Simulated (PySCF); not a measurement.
Species: C₉H₁₈Se.
Geometry (PBE0-D3(BJ)/def2-SVP, Å), atoms numbered from 1 in this order:
```xyz
28
C9H18Se angstrom
C      4.2156    0.8563    0.2838
C      3.3489   -0.2901    0.7656
Se     1.5030    0.1980    1.1770
C      0.8959    0.3999   -0.6744
C     -0.5410    0.8885   -0.7512
C     -1.5626   -0.0046   -0.0616
C     -3.0187    0.4637   -0.2350
C     -3.8890   -0.8130   -0.1885
C     -2.9081   -1.9724    0.0400
C     -1.5906   -1.4600   -0.5300
H      5.2477    0.5137    0.1012
H      3.8395    1.2834   -0.6584
H      4.2493    1.6669    1.0265
H      3.7379   -0.7162    1.7031
H      3.3153   -1.1126    0.0337
H      1.0067   -0.5776   -1.1695
H      1.5670    1.1127   -1.1755
H     -0.6049    1.9086   -0.3345
H     -0.8111    0.9765   -1.8200
H     -1.3338   -0.0224    1.0205
H     -3.3015    1.2010    0.5318
H     -3.1309    0.9722   -1.2072
H     -4.6650   -0.7685    0.5903
H     -4.4192   -0.9468   -1.1446
H     -3.2454   -2.9197   -0.4074
H     -2.7830   -2.1557    1.1205
H     -0.7151   -2.0367   -0.1936
H     -1.6109   -1.4941   -1.6356
```

Method used: PBE0-D3(BJ)/def2-SVP geometry optimisation, gas phase in PySCF.

Take the most abundant isotopes and a rigid rotor. The values belong to one conformer with, in the numbering `[CH3:1][CH2:2][Se:3][CH2:4][CH2:5][CH:6]1[CH2:7][CH2:8][CH2:9][CH2:10]1`, C1–C2–Se3–C4 74°, C2–Se3–C4–C5 -176°, Se3–C4–C5–C6 -59°, C4–C5–C6–C7 -176°, C5–C6–C7–C8 150°, C6–C7–C8–C9 1°, C7–C8–C9–C10 -26°, C8–C9–C10–C6 41°.

(1) Give the principal moments of inertia and the rotational constants in MHz.

(2) What kind of rotor is it?

(3) Is it planar, by Δ = Ic − Ia − Ib?

(4) List the rotational levels J(Ka,Kc) to J = 2 (cm⁻¹).

(5) Predict some low-J microwave lines.

(6) Estimate the classical rotational partition function at 10 K, 200 K and 298.15 K.

Results:

(1) Ia = 194.63, Ib = 1307.44, Ic = 1349.17 u·Å²; 505379 MHz·u·Å²/I gives A = 2597, B = 386.5, C = 374.6 MHz.

(2) A near-prolate asymmetric top: κ = (2 × 386.5 − 2597 − 374.6)/(2597 − 374.6) = -0.99.

(3) Not planar: Δ = Ic − Ia − Ib = -152.91 u·Å². For a rigid frame Δ = −2 Σ m c², so Σ m c² = 76.45 u·Å² lies off the ab plane: 22.64 from hydrogen and 53.81 from heavier atoms. The atom farthest from that plane is 1.91 Å away.

(4) Above 0(0,0):
J = 1: 1(0,1) 0.0254, 1(1,1) 0.0991, 1(1,0) 0.0995
J = 2: 2(0,2) 0.0762, 2(1,2) 0.1495, 2(1,1) 0.1507, 2(2,1) 0.3718, 2(2,0) 0.3718
Those of J = 1 are B + C, A + C and A + B.

(5) The dipole components are |μa| = 0.38 D, |μb| = 0.52 D, |μc| = 1.22 D. The squared components, which scale the intensities, stand as 0.09 : 0.18 : 1.00 (a : b : c). Some lines, for components of 0.1 D or more:

| type | branch | J(Ka,Kc) | MHz | lower level (cm⁻¹) |
| --- | --- | --- | --- | --- |
| a | R | 2(1,2) ← 1(1,1) | 1510 | 0.099 |
| a | R | 2(1,1) ← 1(1,0) | 1534 | 0.100 |
| c | Q | 1(1,1) ← 1(0,1) | 2210 | 0.025 |
| b | Q | 2(1,1) ← 2(0,2) | 2234 | 0.076 |
| b | R | 1(1,1) ← 0(0,0) | 2971 | 0.000 |
| c | R | 1(1,0) ← 0(0,0) | 2983 | 0.000 |
| c | Q | 2(2,1) ← 2(1,1) | 6630 | 0.151 |
| b | Q | 2(2,0) ← 2(1,1) | 6630 | 0.151 |
| b | R | 2(2,1) ← 1(1,0) | 8164 | 0.100 |
| c | R | 2(2,1) ← 1(1,1) | 8176 | 0.099 |
| b | R | 2(2,0) ← 1(1,1) | 8176 | 0.099 |

(6) Point group C1, symmetry number σ = 1; q = (√π/σ)·√((kT/h)³/(ABC)), k/h = 20836.6 MHz/K: 8690 at 10 K, 778000 at 200 K, 1420000 at 298.15 K.

Not checked by PBE0-D3(BJ)/def2-SVP frequencies. Zero-point vibration and centrifugal distortion are left out. A rigid rotor knows nothing of internal rotation, which can split or shift real lines.

On one thread of an x86-64 server, shared host, this took 10 min wall. That covers the optimisation of the geometry.
